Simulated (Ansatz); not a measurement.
`[GeH3][SbH2]` + `C[NH][InH2]` → `C[N]([GeH3])[InH2]` + `[SbH3]` at 298.15 K and 1 bar (cleavage of the Ge–Sb bond).

Gas-phase electronic energies from Ansatz, PBE0-D4/def2-TZVP geometries. CCSD(T)/CBS is the MP2 limit (def2-TZVPP, def2-QZVPP) plus CCSD(T) − MP2 in def2-TZVPP, frozen cores. Elements past krypton have def2 core potentials. For Ge, In, Sb outer-core shells are correlated without core-valence functions, which leaves a few kJ/mol of doubt a bond. Scalar relativity is left out up to krypton.

| species | CCSD(T)/CBS energy (Eh) | H − E (kJ/mol) | S (J/(mol·K)) |
| --- | --- | --- | --- |
| `[GeH3][SbH2]` | -2319.11871 | 112.4 | 319.2 |
| `C[NH][InH2]` | -286.14916 | 189.4 | 318.2 |
| `C[N]([GeH3])[InH2]` | -2363.46641 | 230.5 | 381.6 |
| `[SbH3]` | -241.78682 | 60.8 | 232.7 |

H − E and S are ideal-gas, rigid-rotor, harmonic terms from PBE0-D4/def2-TZVP. 1 Eh = 2625.50 kJ/mol, R = 8.31446 J/(mol·K).

**Question.** By hand: ΔE, ΔH, ΔS and ΔG.

**Answer.** ΔE = (-2363.46641) + (-241.78682) − (-2319.11871) − (-286.14916) = 0.01464 Eh = 38.4 kJ/mol. Δ(H − E) = 230.5 + 60.8 − 112.4 − 189.4 = -10.5, so ΔH = 27.9 kJ/mol. ΔS = 381.6 + 232.7 − 319.2 − 318.2 = -23.1 J/(mol·K). ΔG = 27.9 − 298.15 × (-23.1)/1000 = 34.8 kJ/mol.

**Question.** By hand: the equilibrium constant, and the temperature at which ΔG would vanish if ΔH and ΔS stayed fixed.

**Answer.** log₁₀ K = −ΔG/(RT ln 10) = -6.1. ΔH and −TΔS have one sign here, so there is no such temperature.

ΔH outweighs TΔS. A doubt of 5 kJ/mol in ΔE shifts log₁₀ K by 0.9 here. These are equilibria of isolated gas molecules and say nothing of rates. Largest T1 diagnostic: 0.016 (customary marks: 0.02 for closed shells, 0.045 for open ones).
